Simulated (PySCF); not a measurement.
Series Al-XY, Y = chloro, computed as singlets and as triplets. All species are isolated molecules in the gas phase. One relaxed conformer stands for each flexible species; it need not be the lowest. Strings in code marks are SMILES.

Quantity: adiabatic spin-state energy, in kcal/mol. HF references are unrestricted for open shells and restricted for singlets. Levels without diffuse functions put anions too high.

Case: `O=[CH][Al-][Cl]`: multiplicity 3 minus multiplicity 1. The other species in the difference include `O=[CH][Al-][Cl]` (O–C–Al–Cl torsion 120°) (charge -1, multiplicity 1). Geometry of `O=[CH][Al-][Cl]` (charge -1, multiplicity 3, Å):

```xyz
5

O     -1.9656    -0.4542     0.4041
C     -0.8282    -0.0911     0.0895
Al     0.9808    -0.7323     0.5745
Cl     2.5359     0.4969    -0.4500
H     -0.7230     0.7806    -0.6181
```

Question: Estimate the adiabatic spin-state energy that HF/3-21G // PBE0-D3(BJ)/def2-TZVPD (PySCF) returns for this input.

Answer: 12.9 kcal/mol.
